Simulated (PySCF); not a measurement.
C₆H₁₁ClSi₂.
Geometry (GFN2-xTB, Å), atoms numbered from 1 in this order:
```
atom  x, y, z in Å
C1     0.5679    3.0917    1.1897
C2     0.2255    1.9494    1.0339
Si3   -0.2598    0.1786    0.7642
Si4   -2.0002    0.1174   -0.7725
C5    -3.0255   -1.4740   -0.4688
Cl6   -1.9335   -2.8863   -0.5258
C7     1.2785   -0.7105    0.1190
C8     2.6522   -0.2733    0.5430
C9     2.1921   -0.0172   -0.8530
H10    0.8606    4.0933    1.3301
H11   -0.5822   -0.3541    2.1044
H12   -1.5955    0.0562   -2.1825
H13   -2.9847    1.2044   -0.6608
H14   -3.7872   -1.6423   -1.2260
H15   -3.5046   -1.4924    0.5074
H16    1.1631   -1.7768   -0.0411
H17    2.7330    0.5721    1.2101
H18    3.4041   -1.0311    0.7095
H19    2.6259   -0.5968   -1.6549
H20    1.9651    1.0025   -1.1289
```

NICS = −σ at a ghost point: NICS(0) at the centroid of the ring atoms, NICS(1) 1 Å to either side along the normal of their mean plane, zz for the tensor component along that normal. Level: GIAO PBE0/pcSseg-1 (PySCF, non-relativistic, gas phase) on the GFN2-xTB geometry, one conformer.

Ring bond lengths (Å), with Mayer bond orders in brackets: C7–C8 1.503 (0.96), C8–C9 1.492 (0.97), C9–C7 1.503 (0.96).

Question: What do the NICS probes read (ppm)?

Answer: 
```json
{"ring": "C7–C8–C9", "type": "3-membered carbocycle; formal bonds all single", "NICS(0)": "-45.8", "NICS(1), two faces": "-8.1 / -9.7", "NICS(1)zz, two faces": "-23.7 / -26.1", "rms pucker (Å)": "0.00", "centre to ring atoms, mean (Å)": "0.87"}
```

Question: What can be read from them?

Answer: 
- C7–C8–C9: mean NICS(1)zz -24.9 ppm, shielded. C7, C8, C9 have four or more neighbours; no verdict on aromaticity is drawn. NICS(0) lies 37 ppm below the mean NICS(1).

Question: At the second NICS(1) probe listed for ring C7–C8–C9, 1 Å off the ring, how large is the induced field along the normal in 1 T applied along it?

Answer: NICSzz × B0 = -26.1 ppm × 1 T = -26 μT, against the applied field.
